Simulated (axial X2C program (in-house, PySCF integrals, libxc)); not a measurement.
Ionising GeB

Computed with an in-house all-electron X2C program for linear molecules (integrals from PySCF), spin-free (one-electron X2C) or two-component (2c: spin–orbit coupling with atomic mean-field Coulomb and Gaunt terms, which also bring small scalar terms), in Dyall basis sets with cores contracted in-house; open shells are unrestricted.

Basis sets: B dyall-v3z, Ge dyall-cv3z. Frozen shells (counts by l): GeB Ge 3s2p1d, B 1s, 7 electrons correlated; GeB⁺ Ge 3s2p1d, B 1s, 6 electrons correlated. Coupled cluster in natural virtuals with an MP2 remainder. Where the outer core of a metal is frozen, bonds come out longer and ionisation energies lower.

```json
{"Hamiltonian": "spin-free", "level": "PBE0", "GeB state": "M_S = 3/2, Λ = 0", "Re (Å)": "1.973", "ωe (cm⁻¹)": "649.5", "De (eV)": "3.24"}
{"Hamiltonian": "spin-free", "level": "CCSD", "GeB state": "M_S = 3/2, Λ = 0", "Re (Å)": "1.991", "ωe (cm⁻¹)": "625.0", "De (eV)": "2.67"}
{"Hamiltonian": "spin-free", "level": "CCSD(T)", "GeB state": "M_S = 3/2, Λ = 0", "Re (Å)": "2.002", "ωe (cm⁻¹)": "616.7", "De (eV)": "2.85"}
{"Hamiltonian": "2c", "level": "PBE0", "GeB state": "Ω = 3/2", "Re (Å)": "1.973", "ωe (cm⁻¹)": "648.7", "De (eV)": "n/a"}
```

Adiabatic ionisation energy (minimum to minimum, no zero-point term) and constants of GeB⁺:

```tsv
Hamiltonian	level	GeB⁺ state	IE (eV)	Re (Å)	ωe (cm⁻¹)	De (eV)	fragments
spin-free	PBE0	M_S = 1, Λ = 1	8.68	2.180	460.4	2.47	Ge+ + B
spin-free	CCSD	M_S = 1, Λ = 1	8.42	2.213	421.6	2.04	Ge+ + B
spin-free	CCSD(T)	M_S = 1, Λ = 1	8.51	2.211	444.0	2.15	Ge+ + B
2c	PBE0	Ω = 2	8.72	2.177	465.8	n/a	Ge+ + B
```

**Question.** Add the zero-point terms to the ionisation energy at PBE0, 2c, and say whether the electron removed was bonding.

**Answer.** IE0 = IE + (ωe⁺ − ωe)/2 = 8.72 + (-0.011) = 8.71 eV. Re changes by 0.204 Å, so the bond lengthens, as on loss of a bonding electron.

Each entry is the lowest single determinant of a limited PBE0 search at one distance. De goes to single-determinant-based atoms at the same level (for ions the charge split of lowest energy) and is withheld (n/a) where an atom does not fit its ground term or J level. Main or longest-lived isotopes. One determinant is a doubtful description, or other states lie close, for GeB, GeB⁺; these need not be ground states, and all values refer to the states named. Some open-shell Ω = 0 determinants are out of reach, so the Ω given for GeB⁺ need not be the lowest component. With several unpaired electrons the Ω given is that of one determinant, not necessarily of the lowest component. The functionals have no current term, which raises determinants with orbital currents.
